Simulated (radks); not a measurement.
Values are calculated unless marked as measured or tabulated.
Task: These are the eigenvalues of the occupied orbitals of an atom or ion with whole-number occupations (hartree). Level of theory: scalar-relativistic Kohn-Sham, LDA (Slater exchange, VWN5 correlation), spin-polarised, spherical densities, finite nucleus; Fermi nuclear charge, rms radius of each element as measured or else 0.836 A^(1/3) + 0.57 fm (a radial shooting solver on a logarithmic mesh with Libxc functionals).

| orbital | eigenvalue |
|---|---|
| 1s up | -1676.281 |
| 1s down | -1676.278 |
| 2s up | -292.3328 |
| 2s down | -292.2554 |
| 2p up | -263.7369 |
| 2p down | -263.6736 |
| 3s up | -81.40609 |
| 3s down | -81.35213 |
| 3p up | -72.42426 |
| 3p down | -72.36704 |
| 3d up | -60.20451 |
| 3d down | -60.13201 |
| 4s up | -32.32203 |
| 4s down | -32.10928 |
| 4p up | -29.12980 |
| 4p down | -28.91918 |
| 4d up | -24.65872 |

Which element is it, and in what charge state? The configuration may be excited. Open shells, if any, are filled with parallel spins first.

Result: Z = 61, promethium, charge +22: Pm22+ in [Kr] 4d3. The list shows which subshells hold electrons but not how many an open one holds; the 1s level, -1676.3 hartree, gives Z - s = 57.9 by -(Z - s)^2/2, which with screening and relativity narrows Z to a few neighbours, and the depths of the outer levels then fix element, charge and occupations together.
